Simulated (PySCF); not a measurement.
Species: C5H6BFO.
Cartesian coordinates in Å at the GFN2-xTB level; atoms count from 1:
```
atom  x, y, z in Å
C1    -1.764   -0.422    0.097
C2    -0.279   -0.405    0.047
C3     0.561   -1.538    0.079
C4     1.838   -1.063   -0.008
O5     1.850    0.261   -0.092
C6     0.556    0.702   -0.062
B7     0.241    2.197   -0.147
F8     1.227    3.067   -0.267
H9    -2.167   -0.641   -0.892
H10   -2.108   -1.198    0.777
H11   -2.150    0.539    0.419
H12    0.258   -2.562    0.159
H13    2.784   -1.569   -0.017
H14   -0.848    2.633   -0.115
```

The closed-shell ground state was solved at several levels (PySCF, density fitting, gas phase, non-relativistic).

```
        level  basis functions  total energy (Eh)  HOMO (eV)  LUMO (eV)  gap (eV)  dipole (D)
PBE0/pcSseg-1              166          -393.6189      -7.03      -1.40      5.63        3.05
  B3LYP/pcJ-1              276          -394.1190      -6.82      -1.58      5.24        3.07
```

Question: What might wB97X-D/def2-SVPD (214 basis functions) give for the same quantities?

Answer: Total energy -393.6998 Eh, HOMO -8.80 eV, LUMO 0.28 eV, gap 9.08 eV, dipole 3.04 D.

Question: Over all these levels, which gives the widest orbital gap and which the narrowest?

Answer: wB97X-D/def2-SVPD (range-separated hybrid) has the widest, 9.08 eV, and B3LYP/pcJ-1 (global hybrid, 20 % exact exchange) the narrowest, 5.24 eV. Functional and basis both differ between the two, so the spread mixes both effects.

Question: How far do the dipole and the HOMO energy spread over the levels?

Answer: The dipole runs from 3.04 to 3.07 D (mean 3.05 D) and the HOMO from -8.80 to -6.82 eV.

One conformer stands for the species.

Note: wB97X-D ran without an empirical dispersion term, which enters the total energy and its gradient alone.
